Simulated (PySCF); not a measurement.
H3Al, SMILES `[AlH3]`, neutral singlet in the gas phase. 

Z-matrix (Å, degrees):
```
Al
H 1 1.5828
H 1 1.5828 2 120.00
H 1 1.5828 2 120.00 3 179.88
```
Charge 0, spin multiplicity 1.

All levels are single points at this geometry (TPSSh-D3(BJ)/def2-TZVP); Pople sets use spherical d functions. Orbital energies aren't observables, and empty levels follow the basis.

PBE-D3(BJ)/def2-TZVP in PySCF gives HOMO (eV) = -7.30.

Task: Estimate the HOMO (eV) from each of these levels: TPSSh-D3(BJ)/def2-TZVP in PySCF; B3LYP/3-21G in PySCF; B3LYP/6-31G* in PySCF; BP86/6-31G* in PySCF; HF/6-31G* in PySCF.

Result: 
```csv
level,HOMO (eV)
TPSSh-D3(BJ)/def2-TZVP in PySCF,-8.05
B3LYP/3-21G in PySCF,-8.40
B3LYP/6-31G* in PySCF,-8.36
BP86/6-31G* in PySCF,-7.40
HF/6-31G* in PySCF,-11.71
```
